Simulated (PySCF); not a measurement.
Correlation energy of C (carbon, neutral)

[He] 2s2 2p1 3d1, one real determinant (an excited configuration). Computed with PySCF 2.14 in aug-cc-pCVTZ-DK with one added diffuse shell each of s, p, d, f type (8s7p5d3f, 75 functions), with the spin-free X2C one-electron Hamiltonian (Gaussian nucleus). Frozen: 1s2; 4 electrons correlated.

MP2 pair energies summed by pair of shells (mhartree):

| pair | energy | share (%) |
| --- | --- | --- |
| 2s-2s | -29.75 | 54.5 |
| 2s-2p | -22.44 | 41.1 |
| 2s-3d | -1.99 | 3.6 |
| 2p-3d | -0.40 | 0.7 |

Total MP2 correlation energy: -54.58 mhartree.

Same-spin part -4.69 and opposite-spin part -49.89 mhartree; SCS-MP2 scales them by 1/3 and 6/5 to -61.43 mhartree.

The reference is one real determinant that mixes LS terms of this configuration.
